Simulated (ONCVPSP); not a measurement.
**An all-electron radial function and its pseudo partner (Ti)**

Columns: radius, all-electron u(r) and pseudo u(r) of the 3p shell (level -36.97 eV) of titanium in the configuration [Ne] 3s2 3p6 3d2.5 4s1.5; LDA (Perdew-Wang 92), scalar-relativistic, ONCV scheme, ONCVPSP 4.0.1.

```csv
r (bohr),all-electron,pseudo
0.120,-0.4607,0.0440
0.240,-0.4394,0.1690
0.360,-0.0347,0.3574
0.480,0.4050,0.5763
0.600,0.7362,0.7816
0.720,0.9329,0.9362
0.840,1.0163,1.0155
0.960,1.0190,1.0189
1.080,0.9704,0.9703
1.200,0.8930,0.8930
1.320,0.8026,0.8025
1.440,0.7089,0.7089
1.560,0.6183,0.6182
1.680,0.5340,0.5339
1.800,0.4577,0.4576
1.920,0.3900,0.3899
2.040,0.3307,0.3307
2.160,0.2793,0.2793
2.280,0.2352,0.2352
2.400,0.1976,0.1976
2.520,0.1656,0.1656
2.640,0.1385,0.1385
2.760,0.1157,0.1157
2.880,0.0965,0.0965
3.000,0.0804,0.0804
3.120,0.0669,0.0669
```

Task: How many radial nodes do the two functions have?

Result: The all-electron 3p function has n − l − 1 = 1; the pseudo-wave has 0, since the states of the same l below it are removed with the core.

Task: At about which radius was the pseudo-wave matched?

Result: 1.00 bohr, where the columns begin to agree (steps of 0.12 bohr).

Task: Is the pseudo-wave norm-conserving?

Result: Yes: the ONCV scheme keeps the norm inside the radius equal to the all-electron one, which fixes the energy derivative of the logarithmic derivative at the level.
